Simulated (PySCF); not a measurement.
CF$_{4}$ (SMILES FC(F)(F)F), singlet, at a GFN2-xTB geometry. Base run: CCSD(T)/STO-3G (PySCF).

Here is a job for PySCF.
```python
from pyscf import gto, scf, cc

mol = gto.M(
    atom='''
C     0.000000    0.000000   -0.000000
F     0.761567    0.766691    0.747684
F    -0.749402   -0.756914    0.769615
F    -0.767915    0.750644   -0.757410
F     0.755750   -0.760420   -0.759889
''',
    basis='sto-3g',
    charge=0,
    spin=0,
    verbose=4,
)

mf = scf.RHF(mol)
mf.kernel()

mycc = cc.CCSD(mf)
mycc.kernel()
et = mycc.ccsd_t()
print('E(CCSD(T)) = %.10f' % (mycc.e_tot + et))
mf.analyze()
```

The base run was repeated with changes; each row names its change, and settings that it needs were set with it.

| change | ΔE vs base (mEh) | MP2 correlation (Eh) | CC correlation without the perturbative part (Eh) | basis functions |
|---|---|---|---|---|
| base | 0.000 | -0.10853 | -0.13214 | 25 |
| density fitting = JK and correlation | -0.385 | -0.10852 | -0.13214 | 25 |
| cc.conv_tol = 1e-9 | 0.000 | -0.10853 | -0.13214 | 25 |
| method = cisd | ? | - | - | 25 |
| cart = on | 0.000 | -0.10853 | -0.13214 | 25 |
| cc.diis_space = 3 | 0.000 | -0.10853 | -0.13214 | 25 |
| method = mp2 | ? | -0.10853 | - | 25 |
| cc.diis_space = 10 | 0.000 | -0.10853 | -0.13214 | 25 |
| method = ccsd | ? | -0.10853 | -0.13214 | 25 |
| frozen = 4 | 0.101 | -0.10839 | -0.13204 | 25 |

### Question
Some entries are withheld; supply them.

### Answer

- method = cisd, ΔE vs base (mEh): 9.265
- method = mp2, ΔE vs base (mEh): 28.877
- method = ccsd, ΔE vs base (mEh): 5.267
